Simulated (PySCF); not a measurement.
Cl2Mg, SMILES [Cl][Mg-][Cl], charge -1, multiplicity 2.

Geometry: B3LYP-D3(BJ)/def2-TZVPD.

The numbers are results of ωB97X/def2-TZVPD (PySCF), not measurements.

The molecule is in vacuum.

| Property | Value |
|---|---|
| total energy | -1120.68696 hartree |
| point group | C2v |
| α spin, highest occupied and lowest empty level | -1.85 and 4.22 eV |
| β spin, highest occupied and lowest empty level | -6.24 and 3.30 eV |
| dipole moment about the centre of nuclear charge | 1.13 D |
| mean static polarisability | 119.2 bohr³ (17.66 Å³) |
| polarisability, principal values | 115.1, 116.5, 125.9 bohr³ |
| ⟨S²⟩ | 0.751 (pure state 0.75) |
